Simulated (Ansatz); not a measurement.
Stretching the O4–H5 bond in H3OSb (SMILES [OH][SbH2]) (multiplicity 1 held, fragments rigid). Energies count from the point at 0.963 Å.
Geometry at that point (charge 0, multiplicity 1):
```xyz
5

Sb    -0.13992    -0.18850     0.17284
H     -1.57926    -0.00124    -0.74909
H      0.34633    -1.50101    -0.82597
O      0.87678     1.17036    -0.87103
H      1.35452     1.75302    -0.27170
```

Active spaces are followed from a long bond inwards.

Cores are frozen in the correlated methods. Filled d and f shells under p-block atoms count as core.

Codes used: Ansatz (Gaussian basis) for Hartree–Fock, density functionals and correlated methods.  In def2 rows elements past Kr take small-core potentials, without spin–orbit coupling.

Q: Predict the energy at R = 3.081 Å from FIC-MRCISD+Q on CASSCF(4,3)/def2-SVP.

A: 4.75 eV

Doubts at one or more of the structures used: active orbitals that take no part (FIC-MRCISD+Q on CASSCF(4,3)/def2-SVP).

Ansatz is a program for electronic structure.
